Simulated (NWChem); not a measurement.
CH$_{2}$BrF; SMILES FCBr

Computed with NWChem. Pople sets run with spherical d functions. The geometry was optimised at B3LYP/6-31G* (spherical d). Ions are spin-unrestricted doublets at the neutral geometry; other ion states weren't tried. Functional: LC-ωPBE (HJS hole) with 6-31G*; the question gives the range parameter ω in 1/bohr.

### Question
What does the run give for range parameter (1/bohr) 0.20? Quantities: vertical ionisation energy, ΔSCF (eV); −ε(HOMO) (eV).

### Answer
The vertical ionisation energy, ΔSCF (eV) is 10.75 and the −ε(HOMO) (eV) comes out as 9.48.
